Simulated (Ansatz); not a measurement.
Other settings, tried on HfSi5.

```yaml
crystal:
  periodic: [false, false, false]
  atoms:
    - {symbol: Hf, position_ang: [1.906155, 0.146353, 0.520375]}
    - {symbol: Si, position_ang: [-0.299355, 1.148496, -0.528092]}
    - {symbol: Si, position_ang: [1.116526, -0.292629, -1.864905]}
    - {symbol: Si, position_ang: [-0.267097, 0.298055, 1.762208]}
    - {symbol: Si, position_ang: [-2.226836, -0.026463, 0.217642]}
    - {symbol: Si, position_ang: [-0.229393, -1.273812, -0.107229]}
basis:
  gaussian: {orbitals: def2-mTZVPP}
magnetization: {spin_polarized: true, initial_magnetization: 0}
hamiltonian: {xc: {name: rPW86-PBE}}
scf: {lower_state_search: full}
```

```sh
$ ansatz run in.yaml --threads 4 --pin off --events-out ev --progress --plain --max-ram 4787MiB
```

Output, abridged:

```
Functional definition: rPW86-PBE
1548 factors; their error is unknown
mean field evaluation 1: about -40724.8071 eV, gradient 4.2e1 eV
mean field evaluation 2: about -40522.5888 eV, gradient 1.6e2 eV
mean field evaluation 4: about -40702.8965 eV, gradient 7.5e1 eV
mean field evaluation 8: about -40736.7141 eV, gradient 7.0e-1 eV
mean field evaluation 16: about -40736.6842 eV, gradient 3.7e-5 eV
mean field evaluation 32: about -40732.0918 eV, gradient 1.2e1 eV
mean field evaluation 64: about -40736.2328 eV, gradient 1.7e0 eV
mean field evaluation 96: about -40697.7778 eV, gradient 1.2e2 eV
mean field evaluation 128: about -40736.6842 eV, gradient 3.0e-3 eV
mean field evaluation 160: about -40736.6842 eV, gradient 1.1e-4 eV
mean field evaluation 192: about -40736.6842 eV, gradient 1.6e-5 eV
mean field -40736.68416980 eV, -1497.0455309238 hartree, gradient 2.1e-5 eV, S^2 0.000000; 13 other end points of the search recorded, 0 dependent functions left out
reference -40736.68426764 eV, -1497.0455345195 hartree; 41, 41 occupied and 130, 130 virtual orbitals, 1548 factors
Total energy: -40736.68426764 eV, -1497.0455345195 hartree
```

Run time 51 s (4 threads of Arm Neoverse V2 on a shared host), peak host memory 0.81 GiB.

In the def2 sets Hf takes a core potential; there is no spin–orbit coupling.
